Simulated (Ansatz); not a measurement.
`F[BH][AlH][F]` + `C#N` → `N#CBF` + `[F][AlH2]` at 700 K and 1 bar (formal exchange of groups at a B–Al bond).

Computed with Ansatz on PBE0-D4/def2-TZVP structures; ΔE is electronic, products minus reactants. CBS: MP2 limit from def2 TZ/QZ plus the TZ coupled-cluster correction, frozen cores. This one scheme is used for every species. One conformer a species, not always the lowest.

```json
{"species": "`F[BH][AlH][F]`", "CCSD(T)/CBS energy (Eh)": "-467.68823", "H − E (kJ/mol)": "118.6", "S (J/(mol·K))": "403.5"}
{"species": "`C#N`", "CCSD(T)/CBS energy (Eh)": "-93.32098", "H − E (kJ/mol)": "68.7", "S (J/(mol·K))": "235.2"}
{"species": "`N#CBF`", "CCSD(T)/CBS energy (Eh)": "-217.97421", "H − E (kJ/mol)": "104.2", "S (J/(mol·K))": "336.4"}
{"species": "`[F][AlH2]`", "CCSD(T)/CBS energy (Eh)": "-343.06661", "H − E (kJ/mol)": "74.9", "S (J/(mol·K))": "289.9"}
```

H − E and S are ideal-gas, rigid-rotor, harmonic terms from PBE0-D4/def2-TZVP, for one conformer and one mirror image of each species. 1 Eh = 2625.50 kJ/mol, R = 8.31446 J/(mol·K).

**Question.** By hand: ΔE, ΔH, ΔS and ΔG.

**Answer.** ΔE = (-217.97421) + (-343.06661) − (-467.68823) − (-93.32098) = -0.03161 Eh = -83.0 kJ/mol. Δ(H − E) = 104.2 + 74.9 − 118.6 − 68.7 = -8.2, so ΔH = -91.2 kJ/mol. ΔS = 336.4 + 289.9 − 403.5 − 235.2 = -12.4 J/(mol·K). ΔG = -91.2 − 700 × (-12.4)/1000 = -82.5 kJ/mol.

**Question.** By hand: the equilibrium constant, and the temperature at which ΔG would vanish if ΔH and ΔS stayed fixed.

**Answer.** log₁₀ K = −ΔG/(RT ln 10) = 6.2. ΔG = 0 at ΔH/ΔS = 7355 K, far beyond where these terms or the molecules hold.

The number of gas molecules stays the same, so ΔS is small and ΔH decides. A doubt of 5 kJ/mol in ΔE shifts log₁₀ K by 0.4 here. Other conformers and mirror images would add mixing entropy, several J/(mol·K) or more a flexible species. Modes under 60 cm⁻¹, often nearly free rotors, make the harmonic entropy too high. These are equilibria of isolated gas molecules and say nothing of rates. Largest T1 diagnostic: 0.015 (customary marks: 0.02 for closed shells, 0.045 for open ones).
